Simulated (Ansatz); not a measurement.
A nudged elastic band was laid between two geometries of a periodic cell of 18 atoms, Cu₁₆NO (surface Cu(100), adsorbate NO).

Theory: Ansatz 0.2.0, DFT PBEsol, scalar-relativistic, plane waves, PAW. Settings: cutoff 420 eV, k mesh 3x3x1, gaussian smearing 0.1 eV, no spin polarisation.

```json
{
  "movable images": "5",
  "climbing image": "yes",
  "spring": "5.0 eV/Å²",
  "optimiser": "quadratic models (default)",
  "start path": "IDPP",
  "force threshold": "0.05 eV/Å",
  "iteration limit": "80",
  "end points": "relaxed",
  "atoms held": "1 to 4"
}
```

First end point:

```xyz
18
Lattice="5.1053 0.0000 0.0000 0.0000 5.1053 0.0000 0.0000 0.0000 17.4150" Properties=species:S:1:pos:R:3
Cu 1.276 1.276 1.000
Cu 3.829 1.276 1.000
Cu 1.276 3.829 1.000
Cu 3.829 3.829 1.000
Cu 0.014 0.015 2.697
Cu 2.538 0.015 2.697
Cu 0.014 2.539 2.697
Cu 2.538 2.538 2.697
Cu 1.275 1.277 4.529
Cu 3.828 1.277 4.485
Cu 1.275 3.830 4.485
Cu 3.828 3.830 4.352
Cu -0.009 -0.007 6.217
Cu 2.559 -0.007 6.217
Cu -0.009 2.561 6.217
Cu 2.559 2.561 6.217
N 3.827 3.831 7.252
O 3.827 3.830 8.480
```

Last end point:

Only the atoms that move by more than 0.05 Å are listed.
```
Cu10 3.829 1.277 4.387
Cu11 1.276 3.829 4.567
Cu12 3.828 3.829 4.451
Cu13 0.035 0.070 6.331
Cu14 2.517 0.070 6.331
Cu15 0.035 2.484 6.331
Cu16 2.517 2.484 6.331
N17 3.828 3.829 6.402
O18 3.828 1.277 7.234
```

**Question.** What changes between the two ends?

**Answer.** Contacts lost: N17–O18. Contacts made: Cu12–N17, Cu13–O18, Cu14–O18, Cu15–O18, Cu16–O18. The atom that moves furthest is O18, by 2.84 Å; four of its nearest neighbours are N17 1.23, Cu14 2.89, Cu16 2.89, Cu13 2.89 Å at the first end and Cu14 2.00, Cu16 2.00, Cu13 2.00, Cu15 2.00 Å at the last.

**Question.** What energy profile does the band end with?

**Answer.** The forces met the threshold. The highest image is number 4 of 0 to 6, 1.15 eV above the first end and 1.35 eV above the last; the last end lies 0.20 eV below the first. By the program's own check the climbing image is a first-order saddle point (lowest curvatures found: -7.99 and 0.44 eV/Å²). Limits of this set-up: coarse k mesh, thin slab, slab without dipole correction, odd electron count without spin, a typed lattice constant that wasn't relaxed here.

```tsv
image	path coordinate (Å)	energy (eV)	N17–O18 (Å)	Cu12–N17 (Å)	Cu13–O18 (Å)
0	0.00	0.00	1.23	2.90	2.89
1	0.54	0.09	1.24	2.80	2.96
2	1.07	0.38	1.29	2.66	2.99
3	1.60	0.45	1.38	2.60	3.06
4	2.14	1.15	1.84	2.23	2.89
5	2.74	0.32	2.38	2.03	2.34
6	3.35	-0.20	2.68	1.95	2.00
```

**Question.** What is the geometry of the highest image?

**Answer.** 
```xyz
18
Lattice="5.1053 0.0000 0.0000 0.0000 5.1053 0.0000 0.0000 0.0000 17.4150" Properties=species:S:1:pos:R:3
Cu 1.276 1.276 1.000
Cu 3.829 1.276 1.000
Cu 1.276 3.829 1.000
Cu 3.829 3.829 1.000
Cu 0.014 -0.008 2.695
Cu 2.539 -0.008 2.695
Cu 0.000 2.561 2.694
Cu 2.553 2.561 2.694
Cu 1.276 1.273 4.474
Cu 3.829 1.274 4.408
Cu 1.276 3.821 4.495
Cu 3.829 3.845 4.472
Cu 0.041 0.075 6.255
Cu 2.509 0.072 6.254
Cu 0.056 2.512 6.235
Cu 2.499 2.508 6.236
N 3.829 3.913 6.705
O 3.831 2.291 7.572
```

Time of the run: 7.8 min on 4 threads of AMD EPYC 9R45 96-Core Processor (Zen 5), on a shared host, peak memory 4 GiB.
